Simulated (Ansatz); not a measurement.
Relaxation of BH$_{6}$N$_{3}$ (10 atoms, charge 0, multiplicity 1), to a largest force component of 0.02 eV/Å in at most 50 steps.

Computed with Ansatz, RKS LDA/def2-SVP.

```xyz
10
Properties=species:S:1:pos:R:3
N -1.241 0.259 -0.783
B -0.073 -0.210 -0.043
N 0.127 -1.702 0.083
N 0.996 0.785 0.568
H -0.941 0.907 -1.585
H -1.827 0.928 -0.138
H 0.242 -1.911 1.123
H 1.137 -1.893 -0.319
H 0.097 0.779 0.560
H 0.389 1.384 1.254
```

Question: Where does it end, and by what steps?

Answer: The run converged. The force dipped under the threshold on the way, but the program's further checks kept it going. After 19 steps the energy has fallen by 7.483 eV; H6 moved furthest, 1.82 Å. The start is strongly strained (largest force component 11 eV/Å), so its close contacts needn't be bonds. Parted: B2–H9.

| step | energy less start (eV) | largest force component (eV/Å) | accepted |
| --- | --- | --- | --- |
| 0 | 0.0000 | 10.598 | yes |
| 1 | -1.9533 | 3.083 | yes |
| 2 | -2.9558 | 3.775 | yes |
| 3 | -3.5413 | 3.680 | yes |
| 4 | -4.2636 | 3.766 | yes |
| 5 | -4.9819 | 4.286 | yes |
| 6 | -5.7921 | 2.974 | yes |
| 7 | -6.5725 | 1.746 | yes |
| 8 | -6.9881 | 0.920 | yes |
| 9 | -7.1572 | 0.971 | yes |
| 10 | -7.2614 | 0.506 | yes |
| 11 | -7.3539 | 0.438 | yes |
| 12 | -7.4279 | 0.350 | yes |
| 13 | -7.4706 | 0.165 | yes |
| 14 | -7.4821 | 0.057 | yes |
| 15 | -7.4818 | 0.163 | no |
| 16 | -7.4826 | 0.013 | yes |
| 17 | -7.4812 | 0.240 | no |
| 18 | -7.4827 | 0.026 | yes |
| 19 | -7.4828 | 0.013 | yes |

```xyz
10
Properties=species:S:1:pos:R:3
N -1.081 0.242 -0.925
B -0.109 -0.068 0.071
N 0.235 -1.427 0.327
N 0.516 0.979 0.809
H -1.244 1.188 -1.266
H -1.713 -0.455 -1.315
H 0.787 -1.718 1.132
H 0.002 -2.186 -0.311
H 0.171 1.937 0.812
H 1.342 0.834 1.387
```

Whether the end is a true minimum wasn't checked by a vibrational analysis.

Time of the run: 17 s on 2 threads of Arm Neoverse V1, with other jobs on the host, peak memory 0.11 GiB.
